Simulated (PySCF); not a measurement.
O3Re, neutral, multiplicity 2. Atoms are numbered in the order given.

```xyz
4

Re     0.0000     0.0000     0.0922
O      1.4427     0.8330    -0.2880
O      0.0000    -1.6659    -0.2880
O     -1.4427     0.8330    -0.2880
```
Charge 0, spin multiplicity 2.

Geometry: B3LYP-D3(BJ)/def2-TZVP. The spin state was assumed, not searched. The isomer is the one that the SMILES or the coordinates give; other isomers of the formula were not compared. The def2 effective core potentials stand for the cores of Re; spin–orbit coupling is left out.

The numbers are results of CAM-B3LYP/def2-TZVPD run with PySCF, not measurements.

Mulliken values depend strongly on the basis, most of all with diffuse functions as here. ESP charges are fitted to the potential on shells at 1.4 to 2.0 van der Waals radii. Atomic charges (e):

| atom | Mulliken | ESP fit | Mulliken spin |
|---|---|---|---|
| Re1 | 1.55 | ___ | 1.06 |
| O2 | -0.52 | ___ | -0.02 |
| O3 | -0.52 | ___ | -0.02 |
| O4 | -0.52 | ___ | -0.02 |

Task: What belongs in the gaps? (Estimate from the structure and the level; the computed values follow.)

Result: 
- Re1, ESP fit: 1.18
- O2, ESP fit: -0.39
- O3, ESP fit: -0.39
- O4, ESP fit: -0.39
